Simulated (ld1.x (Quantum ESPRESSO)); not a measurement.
## Before and after: PAW potential for gold (Au)

```json
{
 "Element": "Au",
 "Generator": "ld1.x (Quantum ESPRESSO) 7.5",
 "Type": "PAW",
 "Functional": "LDA (PZ)",
 "Relativity": "scalar-relativistic",
 "Frozen core": "[Xe] 4f14",
 "Valence charge": "11",
 "Reference configuration": "5d10 6s1 6p0",
 "Partial waves": "6s (bound): rcut 1.55, rcutus 2.10 bohr; 6s channel at 0.2 Ry: rcut 1.55, rcutus 2.10 bohr; 6p (bound, empty): rcut 2.60, rcutus 2.95 bohr; 6p channel at 0.45 Ry: rcut 2.60, rcutus 2.95 bohr; 5d (bound): rcut 1.90, rcutus 2.45 bohr; 5d channel at -0.15 Ry: rcut 1.90, rcutus 2.45 bohr",
 "Local potential": "all-electron potential smoothed inside 1.75 bohr (lloc = -1)",
 "Core correction": "a·sin(br)/r model core inside 1.35 bohr",
 "Augmentation charge": "BESSEL, radius 1.20 bohr"
}
```

All-electron outer shells of the reference configuration (LDA (PZ), scalar-relativistic, ld1.x):

| shell | level (eV) | outermost node (bohr) | outermost maximum (bohr) |
| --- | --- | --- | --- |
| 4f | -81.59 | – | 0.37 |
| 5p | -60.06 | 0.52 | 0.96 |
| 5d | -7.12 | 0.56 | 1.21 |
| 6s | -6.09 | 1.11 | 2.32 |
| 6p | -0.89 | 1.32 | 3.51 |

Change: all radii but the core radius scaled by about 1.30 (s 2.72, p 3.84, d 3.18 bohr, rcut 2.02/3.38/2.46); local potential all-electron potential smoothed inside 2.28 bohr (lloc = -1); augmentation BESSEL, radius 1.56 bohr.

Cutoffs: the cutoffs (Ry, on a coarse ladder) from which the occupation-weighted sum of valence levels, in a spherical-Bessel basis at the reference potential, stays within 10 and 1 mRy of its value at 400 Ry; they do not see the model core or the augmentation charge, which bear on the density cutoff. Errors are all-electron minus pseudo energies relative to the spin-unpolarised reference configuration.

Problem. What does the change do?

Solution. The potential gets softer (18 Ry and 30 Ry → 10 Ry and 18 Ry); the bound ghost in s disappears; the number of tests that count goes from 9 to 2 (the test run of the changed file stopped, so its transferability is not established). A larger radius leaves more room for a smooth pseudo-wave, so fewer plane waves are needed.

```tsv
quantity	base	changed
cutoff, loose	18 Ry	10 Ry
cutoff, tight	30 Ry	18 Ry
loose cutoff by channel (10 mRy a level)	s 8 Ry, d 15 Ry	s 6 Ry, d 8 Ry
bound ghosts	s	none
tests counted (converged, no solver errors)	9 of 9	2 of 9 (the test run stopped)
error for 5d10 6s0 6p0, meV [ΔE 9.77 eV]	+2.4	-6.6
error for 5d10 6s0.5 6p0, meV [ΔE 3.95 eV]	-0.2	-2.1
lowest overlap eigenvalue by channel	s 0.52, p 0.41, d 0.98	s 0.30, p 0.50, d 0.06
```

Base: These tests converged, but a pseudo level misses the all-electron one widely, so the file describes the atom poorly there or has found another state: 5d8 6s0 6p0: empty 6p by 6.6 eV (a node warning on the way). Changed file: Tests not counted: 5d9 6s0 6p0 (solver errors, printed error -650 eV); 5d8 6s0 6p0 (solver errors, printed error -537 eV). A true bound ghost makes a file unfit for plane-wave use even where its test errors are small: the radial tests pick states by their node count and pass the ghost by.
